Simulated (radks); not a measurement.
The numbers below are computed, except where a source is named.
Task: Species: Nd I. Configuration: [Xe] 4f4 6s2 (the NIST ground configuration). Level of theory: scalar-relativistic Kohn-Sham, LB94 model potential, spin-polarised, spherical densities, finite nucleus; open shells are filled with parallel spins first (spin-orbit coupling, left out, can overturn this in heavy ions); Fermi nuclear charge, rms radius 4.9123 fm (a radial shooting solver on a logarithmic mesh with Libxc functionals). Some entries of the table are withheld. Estimate them.

orbital  occ.  eigenvalue (eV)  r(max) (bohr)
1s up       1        -43577.70        0.01509
1s down     1        -43577.70        0.01509
2s down     1        -7065.780        0.08541
2s up       1        -7065.750        0.08541
2p down     3        -6322.703        0.06883
2p up       3        -6322.683        0.06883
3s down     1        -1543.068         0.2438
3s up       1        -1542.914         0.2438
3p down     3        -1308.029         0.2388
3p up       3        -1307.908         0.2388
3d down     5        -980.7935         0.1958
3d up       5        -980.6955         0.1958
4s up       1        -308.8166         0.5652
4s down     1        -306.9882         0.5652
4p up       3        -232.3176         0.5905
4p down     3        -230.4912         0.5905
4d up       5        -123.4282         0.6201
4d down     5        -121.5883         0.6201
5s up       1         -45.9157          1.308
5s down     1         -43.9957          1.312
5p up       3         -27.1492          1.490
5p down     3         -25.5360          1.503
4f up       4          -8.2818         0.6651
4f down     0          -6.4970         0.6645
6s up       1              (1)          3.458
6s down     1              (2)          3.534

Result: 
(1) 6s up eigenvalue (eV): -6.4479
(2) 6s down eigenvalue (eV): -6.0976
